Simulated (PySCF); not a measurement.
# A ladder of Hamiltonians for Al⁺ (aluminium, charge +1)

Occupied: 1s1/2, 2s1/2, 2p1/2, 2p3/2, 3s1/2. Hartree-Fock calculated with PySCF 2.14 in an uncontracted even-tempered set (24 s from 0.0089 bohr⁻², ratio 2.3; 17 p from 0.011 bohr⁻², ratio 2.3), Gaussian nucleus throughout. NR is non-relativistic, sf-X2C the spin-free one-electron X2C Hamiltonian, X2C adds the bare one-electron spin-orbit term, X2C-SNSO screens it by Boettger's factors, DC is four-component Dirac-Coulomb, and the Gaunt and Breit terms are added at first order (total energies over the DC spinors, levels after relaxing the spinors in that mean field). QED terms are absent. Levels marked empty are virtual spinors of this ion; the basis has s and p functions only, so 3d, which can lie below the n = 4 levels, is absent.

```csv
Hamiltonian,E (hartree),E − E(DC) (hartree),CPU seconds
NR,-241.6744,0.4545,1.1
sf-X2C,-242.1116,0.0173,0.63
X2C,-242.1119,0.0171,0.99
X2C-SNSO,-242.1118,0.0171,0.99
DC,-242.1289,0.0000,27
DC+Gaunt,-242.0838,0.0451,56
DC+Breit,-242.0867,0.0422,210
```

**Question.** Give the 3p spin-orbit interval with each Hamiltonian that has one.

**Answer.** X2C 0.01675; X2C-SNSO 0.01417; DC 0.01358; DC+Gaunt 0.01275; DC+Breit 0.01275 (eV).

```
   level (eV)       NR   sf-X2C      X2C  X2C-SNSO       DC  DC+Gaunt  DC+Breit
        1s1/2  -1600.4  -1603.6  -1603.6   -1603.6  -1604.0   -1603.2   -1603.2
        2s1/2  -141.98  -142.46  -142.46   -142.46  -142.48   -142.46   -142.46
        2p1/2  -95.857  -95.808  -96.189   -96.130  -96.127   -96.075   -96.080
        2p3/2  -95.857  -95.808  -95.618   -95.647  -95.654   -95.629   -95.634
        3s1/2  -17.750  -17.781  -17.781   -17.781  -17.782   -17.780   -17.780
3p1/2 (empty)   -5.309   -5.301   -5.312    -5.310   -5.310    -5.308    -5.309
3p3/2 (empty)   -5.309   -5.301   -5.295    -5.296   -5.296    -5.296    -5.296
4s1/2 (empty)   -2.639   -2.642   -2.642    -2.642   -2.642    -2.642    -2.642
```

Weight of the small component: 1s1/2 0.00212, 2s1/2 0.000291, 2p1/2 0.000263, 2p3/2 0.000262, 3s1/2 2.90e-05, 3p1/2 1.42e-05, 3p3/2 1.41e-05, 4s1/2 3.19e-06.

Koopmans' value for the highest occupied level at DC+Breit: 17.780 eV, against an ionisation energy of 18.829 eV (measured; NIST Atomic Spectra Database, ionization energies); the former lacks relaxation, correlation, QED and recoil.

Measured binding energies of an electron added to this ion (NIST): 3p1/2 5.986 eV, 3p3/2 5.972 eV, 4s1/2 2.843 eV; the virtual levels lack core polarisation.

The whole ladder took 300 s of wall time on 1 thread of Neoverse-N1 (shared host), launched as `OMP_NUM_THREADS=1 python relrun2.py TASK.json OUT` (a driver that calls PySCF for each Hamiltonian).

Dirac-Coulomb iterations, started from the X2C spinors:

```
with_ssss True, with_gaunt False, with_breit False
light speed = 137.03599967994
init E= -242.102630552096
cycle= 1 E= -242.128929334796  delta_E= -0.0263  |g|= 0.021  |ddm|= 0.00334
cycle= 2 E= -242.128930093467  delta_E= -7.59e-07  |g|= 0.000741  |ddm|= 0.000745
cycle= 3 E= -242.128930132641  delta_E= -3.92e-08  |g|= 0.000205  |ddm|= 0.000235
cycle= 4 E= -242.12893013597  delta_E= -3.33e-09  |g|= 1.43e-06  |ddm|= 5.12e-05
cycle= 5 E= -242.128930135968  delta_E= 2.16e-12  |g|= 2.62e-07  |ddm|= 2.94e-06
```
